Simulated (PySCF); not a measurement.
C₂H₇GaS. Atoms are numbered in the order given.

```xyz
11

Ga    -0.2423     0.1977    -0.0584
C     -2.0385    -0.6082    -0.2292
H     -2.0125    -1.7040    -0.0770
H     -2.4545    -0.3992    -1.2362
H     -2.7306    -0.1614     0.5138
C      0.2051     2.1189    -0.2137
H      1.2907     2.3064    -0.1064
H     -0.3329     2.6944     0.5677
H     -0.1273     2.5068    -1.1986
S      1.4056    -1.2576     0.3514
H      2.3878    -0.3138     0.3833
```
Charge 0, spin multiplicity 1.

Coordinates come from a PBE-D3(BJ)/def2-SVP optimisation. The structure was generated by enumeration; whether it is a known compound was not checked. Other conformers were not sampled.

All values below come from PBE-D3(BJ)/def2-SVP in PySCF.

Frequencies are harmonic and unscaled.

A small imaginary wavenumber (i) marks a very flat motion, where grid noise or a shallow saddle decides the sign.

```json
[
 {"mode": "1", "ν (cm⁻¹)": "6i", "IR (km/mol)": "0.0", "moving atoms (share of kinetic energy)": "H 99 %"},
 {"mode": "2", "ν (cm⁻¹)": "31", "IR (km/mol)": "0.1", "moving atoms (share of kinetic energy)": "H 95 %"},
 {"mode": "3", "ν (cm⁻¹)": "128", "IR (km/mol)": "3.9", "moving atoms (share of kinetic energy)": "C 34 %, S 28 %, H 21 %, Ga 18 %"},
 {"mode": "4", "ν (cm⁻¹)": "138", "IR (km/mol)": "1.4", "moving atoms (share of kinetic energy)": "Ga 38 %, C 29 %, H 27 %"},
 {"mode": "5", "ν (cm⁻¹)": "139", "IR (km/mol)": "3.5", "moving atoms (share of kinetic energy)": "C 50 %, H 32 %, Ga 12 %"},
 {"mode": "6", "ν (cm⁻¹)": "305", "IR (km/mol)": "15.0", "moving atoms (share of kinetic energy)": "H 96 %"},
 {"mode": "7", "ν (cm⁻¹)": "373", "IR (km/mol)": "26.1", "moving atoms (share of kinetic energy)": "S 68 %, Ga 23 %"},
 {"mode": "8", "ν (cm⁻¹)": "530", "IR (km/mol)": "26.6", "moving atoms (share of kinetic energy)": "C 69 %, H 19 %, Ga 12 %"},
 {"mode": "9", "ν (cm⁻¹)": "575", "IR (km/mol)": "31.1", "moving atoms (share of kinetic energy)": "C 57 %, Ga 23 %, H 20 %"},
 {"mode": "10", "ν (cm⁻¹)": "621", "IR (km/mol)": "6.8", "moving atoms (share of kinetic energy)": "H 92 %"},
 {"mode": "11", "ν (cm⁻¹)": "636", "IR (km/mol)": "0.4", "moving atoms (share of kinetic energy)": "H 85 %, C 15 %"},
 {"mode": "12", "ν (cm⁻¹)": "692", "IR (km/mol)": "33.2", "moving atoms (share of kinetic energy)": "H 78 %, C 19 %"},
 {"mode": "13", "ν (cm⁻¹)": "703", "IR (km/mol)": "24.3", "moving atoms (share of kinetic energy)": "H 82 %, C 13 %"},
 {"mode": "14", "ν (cm⁻¹)": "754", "IR (km/mol)": "74.2", "moving atoms (share of kinetic energy)": "H 77 %, C 21 %"},
 {"mode": "15", "ν (cm⁻¹)": "1165", "IR (km/mol)": "8.9", "moving atoms (share of kinetic energy)": "H 80 %, C 20 %"},
 {"mode": "16", "ν (cm⁻¹)": "1168", "IR (km/mol)": "2.6", "moving atoms (share of kinetic energy)": "H 82 %, C 18 %"},
 {"mode": "17", "ν (cm⁻¹)": "1374", "IR (km/mol)": "0.4", "moving atoms (share of kinetic energy)": "H 95 %"},
 {"mode": "18", "ν (cm⁻¹)": "1374", "IR (km/mol)": "0.0", "moving atoms (share of kinetic energy)": "H 95 %"},
 {"mode": "19", "ν (cm⁻¹)": "1378", "IR (km/mol)": "2.5", "moving atoms (share of kinetic energy)": "H 96 %"},
 {"mode": "20", "ν (cm⁻¹)": "1386", "IR (km/mol)": "5.9", "moving atoms (share of kinetic energy)": "H 96 %"},
 {"mode": "21", "ν (cm⁻¹)": "2619", "IR (km/mol)": "2.5", "moving atoms (share of kinetic energy)": "H 97 %"},
 {"mode": "22", "ν (cm⁻¹)": "2974", "IR (km/mol)": "4.5", "moving atoms (share of kinetic energy)": "H 97 %"},
 {"mode": "23", "ν (cm⁻¹)": "2976", "IR (km/mol)": "2.8", "moving atoms (share of kinetic energy)": "H 97 %"},
 {"mode": "24", "ν (cm⁻¹)": "3069", "IR (km/mol)": "0.5", "moving atoms (share of kinetic energy)": "H 91 %, C 9 %"},
 {"mode": "25", "ν (cm⁻¹)": "3070", "IR (km/mol)": "6.9", "moving atoms (share of kinetic energy)": "H 91 %, C 9 %"},
 {"mode": "26", "ν (cm⁻¹)": "3092", "IR (km/mol)": "5.0", "moving atoms (share of kinetic energy)": "H 91 %, C 9 %"},
 {"mode": "27", "ν (cm⁻¹)": "3096", "IR (km/mol)": "3.0", "moving atoms (share of kinetic energy)": "H 91 %, C 9 %"}
]
```
